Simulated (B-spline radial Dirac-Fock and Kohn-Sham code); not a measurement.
Calculated with a radial atomic solver, using ΔSCF Dirac-Fock with Breit, self-energy and vacuum polarisation, finite nucleus, configuration average. Free neutral atoms.

Q: Order these X-ray lines by photon energy, lowest first.
A. Ar Lβ3
B. Sc Lγ5
C. V Lℓ
D. Tc Mζ1
E. K Lβ3
F. Sc Lη

A: D (213.2 eV), A (312.3 eV), F (348.1 eV), E (362.4 eV), B (409.5 eV), C (442.6 eV).
